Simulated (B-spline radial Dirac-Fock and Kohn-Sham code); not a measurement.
**X-ray scattering factor of In¹⁰⁺**

System: In¹⁰⁺, configuration [Kr] 4d3.

These are calculated numbers from a radial B-spline solver; the model is Dirac-Fock orbitals of the configuration average with a finite nucleus. f₀ is the Fourier transform of the spherical electron density, S the Waller-Hartree incoherent function, and s = sin θ/λ.

| s (Å⁻¹) | f₀ | S |
| --- | --- | --- |
| 0 | 39.000 | 0.000 |
| 0.09 | 38.300 | 0.667 |
| 0.11 | 37.964 | 0.980 |
| 0.13 | 37.568 | 1.343 |
| 0.16 | 36.875 | 1.967 |
| 0.18 | 36.351 | 2.426 |
| 0.22 | 35.183 | 3.420 |
| 0.26 | 33.889 | 4.476 |
| 0.31 | 32.162 | 5.824 |
| 0.36 | 30.388 | 7.154 |
| 0.43 | 27.953 | 8.936 |
| 0.51 | 25.393 | 10.835 |
| 0.6 | 22.912 | 12.798 |
| 0.72 | 20.264 | 15.134 |
| 0.85 | 18.047 | 17.292 |
| 1.01 | 15.841 | 19.483 |
| 1.19 | 13.672 | 21.534 |
| 1.41 | 11.311 | 23.688 |
| 1.68 | 8.969 | 25.942 |
| 1.99 | 7.140 | 28.062 |
| 2.36 | 5.891 | 30.048 |
| 2.79 | 5.078 | 31.799 |
| 3.31 | 4.356 | 33.376 |

f₀ starts at the number of electrons, 39, and has fallen to half at s ≈ 0.76 Å⁻¹. The sum of ⟨r²⟩ over the electrons is 11.96 bohr².
